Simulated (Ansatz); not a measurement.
Reaction (formal exchange of groups at a Ga–O bond): `C=C[O][GaH2]` + `C=[CH][AlH][NH2]` → `[NH2][AlH][GaH2]` + `C=COC=C`

Isolated molecules relaxed with PBE0-D4/def2-TZVP in Ansatz; ΔE leaves out vibrations. CCSD(T)/CBS adds triple-zeta CCSD(T) − MP2 to the extrapolated MP2 energy (def2 sets, frozen cores). Functionals use def2-TZVPP. HSE06 is defined as in plane-wave codes. For Ga outer-core shells are correlated without core-valence functions, which leaves a few kJ/mol of doubt a bond. Scalar relativity is left out up to krypton. One conformer a species, not always the lowest.

```csv
level,ΔE (kJ/mol),difference from CCSD(T)/CBS
LDA (SPW92),80.8,-34.1
PBE0-D4,94.5,-20.4
BHLYP-D4,112.2,-2.7
PBE0,92.8,-22.1
HSE06,92.8,-22.1
CAM-B3LYP,107.7,-7.2
MP2/def2-TZVPP,126.6,11.7
CCSD/def2-TZVPP,114.8,-0.1
HF/CBS(def2),117.7,2.8
MP2/CBS(def2),126.4,11.5
CCSD(T)/CBS,114.9,0
```

(1) What do rigid-rotor, harmonic-oscillator terms from PBE0-D4/def2-TZVP frequencies (298.15 K, 1 bar) make of the CCSD(T)/CBS value? (Estimate.)

Largest T1 diagnostic among the species: 0.015.

Answers

(1) The calculation gave: ΔZPE = +3.8 kJ/mol, ΔH = +118.1 kJ/mol, ΔS = -11 J/(mol·K), ΔG = +121.4 kJ/mol. Modes under 50 cm⁻¹ make the entropy rough.

Leaving LDA and LC-ωPBE aside and taking each functional with its dispersion term where it has one, the values, not all of them listed here, spread over 23.4 kJ/mol, from PBE-D4 to B2PLYP. LDA lies −8.3 kJ/mol from PBE without D4. The D4 term adds +3.6 kJ/mol with B3LYP and +1.7 kJ/mol with PBE0; it sums over pairs of atoms, weighted by their polarisabilities, and B3LYP, whose exchange is more repulsive, gets the larger term.

B3LYP here is the variant with VWN-RPA as its local correlation; programs differ in this.
